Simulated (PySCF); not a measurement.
C3H10OSi2.
Z-matrix (Å and degrees, GFN2-xTB geometry), rows numbered from 1:
```
Si
Si  1  2.3147
C   2  1.9053  1  111.24
C   3  1.5318  2  114.59  1   -47.37
O   4  1.4282  3   91.22  2   104.45
C   5  1.4282  4   91.72  3    10.52
H   1  1.4649  2  113.01  3    61.03
H   1  1.4667  2  110.11  3  -179.87
H   1  1.4649  2  113.00  3   -60.79
H   2  1.4720  1  114.37  3  -118.55
H   2  1.4718  1  114.34  3   118.51
H   3  1.0893  2  112.56  1   179.99
H   4  1.0966  3  114.76  2  -141.40
H   4  1.0936  3  117.61  2   -11.30
H   6  1.0966  3  114.75  2   141.40
H   6  1.0936  3  117.58  2    11.26
```

Computed with TDDFT CAM-B3LYP/def2-SVPD, vertical, gas phase, core orbitals frozen in the response (PySCF). GFN2-xTB frequencies show an imaginary mode (34i cm⁻¹), so this geometry is no minimum at that level.

Frontier orbitals with the atoms that hold most of them (Löwdin shares over 4%, at most four atoms; ? is withheld):

```tsv
orbital	ε (eV)	atoms
LUMO+2	1.30	Si1 34%, Si2 29%, H7 8%, H9 8%
LUMO+1	1.11	Si1 38%, Si2 12%, H7 8%, H9 8%
LUMO	0.90	?
HOMO	?	?
HOMO-1	-9.85	Si1 30%, Si2 28%, C3 9%, H8 5%
HOMO-2	-10.14	O5 39%, C3 22%, Si2 12%, C6 8%
HOMO-3	-10.65	Si2 19%, C3 13%, H11 12%, H10 12%
```

Question: Give the leading atoms of the LUMO.

Answer: Si2 (bonded to C, Si and 2 H) 28%; Si1 (bonded to Si and 3 H) 14%; H10 (bonded to Si) 9%; H11 (bonded to Si) 9%. By element: silicon 42%, hydrogen 18% or more.

Question: Give the leading atoms of the HOMO.

Answer: O5 (bonded to 2 C) 45%; C4 (bonded to C, O and 2 H) 10%; C6 (bonded to C, O and 2 H) 10%; C3 (bonded to 2 C, Si and H) 7%. By element: oxygen 45%, carbon 27%.

Question: What is the HOMO energy, and the HOMO–LUMO gap?

Answer: ε(HOMO) = -8.67 eV; the gap is 9.57 eV (0.3518 hartree).

Question: How does S1 compare with the orbital gap of 9.57 eV?

Answer: S1 is at 6.66 eV (f = 0.0022), 2.92 eV below the gap, made of HOMO→LUMO (54%), HOMO→LUMO+1 (14%), HOMO→LUMO+4 (14%). 

Next come S2 at 6.92 eV (f 0.0003), HOMO→LUMO+4 (41%), HOMO→LUMO (35%), HOMO→LUMO+3 (10%); S3 at 7.26 eV (f 0.0002), HOMO→LUMO+2 (82%); S4 at 7.41 eV (f 0.035), HOMO→LUMO+1 (68%); S5 at 7.47 eV (f 0.029), HOMO-1→LUMO (74%), HOMO-1→LUMO+3 (10%).

One conformer stands for the species.
